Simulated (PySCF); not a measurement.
```xyz
4
charge 0 multiplicity 1, angstrom
Nb    0.0000    0.2557   -0.8241
O     1.3591   -0.3545   -1.6374
O    -1.3591   -0.3545   -1.6374
Br    0.0000   -0.1518    1.6268
```

Level of theory: PBE0 in PySCF with Nb def2-SVP with ECP28, O def2-SVP, Br def2-SVP; scalar-relativistic core potentials, no spin–orbit coupling; density-fitted integrals.

This geometry of NbO2Br is a stationary point at this level.

**Question.** What is the point group?

**Answer.** Cs.

**Question.** Is it a minimum?

**Answer.** Yes: all harmonic wavenumbers are real.

**Question.** Give the atomic charges and bond orders.

**Answer.** 
```json
{"atom": "Nb1", "Mulliken": "0.97", "Löwdin": "0.18", "polar tensor": "2.11", "Mayer order to Nb1": "–"}
{"atom": "O2,3", "Mulliken": "-0.34", "Löwdin": "-0.13", "polar tensor": "-0.79", "Mayer order to Nb1": "2.25"}
{"atom": "Br4", "Mulliken": "-0.29", "Löwdin": "0.09", "polar tensor": "-0.53", "Mayer order to Nb1": "1.12"}
```

**Question.** What is the atomisation energy, with and without zero-point energy?

**Answer.** 1746 kJ/mol without, 1729 kJ/mol with.

Only a few start shapes were tried, so a lower isomer may exist.
